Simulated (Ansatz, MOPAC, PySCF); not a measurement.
Lewis adduct: AlH3 (SMILES [AlH3]) (first 4 atoms) with H2O (SMILES O); geometry from B3LYP-D3(BJ)/def2-TZVP, rigid monomers moved along the line of their centres of mass till Al1···O5 is 1.84 Å.
(charge 0, multiplicity 1):
```xyz
7

Al    -0.021     0.218     0.326
H      0.603    -0.935    -0.566
H     -1.608     0.386     0.337
H      0.869     1.510     0.619
O      0.100    -0.474     2.026
H     -0.765    -0.576     2.444
H      0.648     0.070     2.606
```

Interaction energies are E(AB) − E(A) − E(B) at the monomers' geometry in the complex; basis-set methods are counterpoise corrected. Rows marked so take none.

Frozen-core correlation. CBS: X⁻³ extrapolation of the correlation energy, Hartree–Fock from the larger set. Rows in 3-21G, 6-31G* carry no dispersion term and start afresh at each structure (6-31G* with six Cartesian d functions). MP2/6-31G* freezes PySCF's default core. The state that AM1 reach isn't checked.

The values were computed with Ansatz (Gaussian basis) for Hartree–Fock, density functionals and correlated methods; MOPAC for AM1 (differences of heats of formation); PySCF for 3-21G rows, 6-31G* rows, the dispersion terms. 

Other levels give for the interaction energy: PBE/def2-TZVPPD -727.7; B3LYP/def2-TZVPPD -715.4; B3LYP-D3(BJ)/def2-TZVPPD -791.6; wB97M-V/def2-TZVPPD -855.5; CCSD(T)/CBS(aug-cc-pV(D+d)Z, aug-cc-pV(T+d)Z) -842.1 meV.

Question: What do these common cheap choices give for the same quantity: AM1, HF/3-21G (no counterpoise), HF/6-31G*, HF/6-31G* (no counterpoise), B3LYP/3-21G (no counterpoise), M06-2X/6-31G* (no counterpoise), MP2/6-31G*, MP2/6-31G* (no counterpoise)?

Answer: AM1 -811.8; HF/3-21G (no counterpoise) -1528.9; HF/6-31G* -705.4; HF/6-31G* (no counterpoise) -851.1; B3LYP/3-21G (no counterpoise) -1691.7; M06-2X/6-31G* (no counterpoise) -1135.8; MP2/6-31G* -693.7; MP2/6-31G* (no counterpoise) -981.3 meV. They span -1691.7 to -693.7 meV.

Ansatz is an electronic-structure program.
